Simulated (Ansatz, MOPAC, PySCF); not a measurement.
Dimer: HF (SMILES F) (first 2 atoms) with H2S (SMILES S); geometry from B3LYP-D3(BJ)/def2-TZVP, rigid monomers moved along the line of their centres of mass till H2···S3 is 2.58 Å.
(charge 0, multiplicity 1):
```xyz
5

F      0.00360    -0.14085    -0.34291
H      0.12754    -0.35384     0.56340
S      0.32958    -0.75717     3.10158
H     -0.98047    -0.55335     3.32033
H      0.63836     0.52364     3.36569
```

Monomers are frozen at their geometry in the pair; levels with a basis set take the counterpoise correction. Rows marked so take none.

Frozen-core correlation. Rows in 6-311+G** carry no dispersion term and start afresh at each structure. The state that PM7 reach isn't checked; PM7 holds dispersion and hydrogen-bond terms.

The values were computed with Ansatz (a first-principles code) with Gaussian orbitals; MOPAC for PM7 (differences of heats of formation); PySCF for 6-311+G** rows. Values without a source in brackets are computed.

Q: Predict the interaction energy from B3LYP/6-311+G** (no counterpoise).

A: -215 meV

Q: What is the computed interaction energy (MP2/aug-cc-pV(T+d)Z)?

A: -197 meV

Q: What is the computed interaction energy (PM7)?

A: -25 meV
